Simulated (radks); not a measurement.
Valence configurations of the holmium ion Ho2+ (all share [Xe]). All-electron calculation, Dirac Kohn-Sham, PBE, spin-unpolarised, spherical densities, finite nucleus; open shells are shared between the two j in proportion to 2j + 1; Fermi nuclear charge, rms radius 5.2022 fm. Program: a radial shooting solver on a logarithmic mesh with Libxc functionals. Energies are relative to 4f11; eigenvalues in eV.

valence          E (eV)  e(4f5/2)  e(4f7/2)  e(5d3/2)  e(5d5/2)  e(6p1/2)
4f11              0.000   -17.808   -16.828         -         -         -
4f10 5d1          5.950   -24.095   -23.051   -15.400   -14.994         -
4f9.5 5d1.5      10.775   -27.565   -26.488   -16.225   -15.782         -
4f9 5d2          16.973   -31.218   -30.108   -17.041   -16.561         -
4f10 6s1          5.778   -26.732   -25.685         -         -         -
4f8.5 5d2.5      24.635   -35.038   -33.896   -17.847   -17.329         -
4f9.5 6s1 6p0.5  13.996   -32.391   -31.311         -         -   -13.525
4f10.5 5d0.5      2.397   -20.833   -19.821   -14.570   -14.198         -
4f9 6s2          19.183   -37.084   -35.970         -         -         -
4f10 6p1         10.618   -28.019   -26.972         -         -   -13.130

NIST lists [Xe] 4f11 as the ground configuration; this level of theory agrees among the configurations tried. The energies are those of spherical spin-averaged densities, not of single terms.
